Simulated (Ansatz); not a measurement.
Isomers of Ca2Si2⁺ (doublet), relaxed with r2SCAN-D4/def2-TZVP; total energies from Ansatz at PBE0-D4/def2-TZVP.

```tsv
isomer	description	energy (Eh)
A	point group C2v; 4 × Ca–Si 2.92 to 2.93 Å; 1 × Ca–Ca 3.53 Å; 1 × Si–Si 2.15 Å	-1933.34255
B	point group D2h; 4 × Ca–Si 2.74 Å; 1 × Si–Si 2.24 Å	-1933.36400
```

The isomers come from a short search, and lower ones may exist.

Problem. Work out the relative energies (1 Eh = 2625.5 kJ/mol) and the Boltzmann populations at 1200 K from electronic energies alone (R = 8.314 J/mol/K).

Solution. ΔE: A 56.3, B 0.0 kJ/mol. RT = 9.98 kJ/mol. Factors exp(−ΔE/RT): A 0.00355, B 1; sum 1.004. Populations: A 0.4 %, B 99.6 %. Zero-point energy, vibrational entropy and symmetry numbers are left out and can shift these; an error of 4 kJ/mol changes a ratio by a factor of 1.5. Over the other density-functional and correlated levels in def2 sets, the gap between B and A ranges from 32 to 67 kJ/mol.
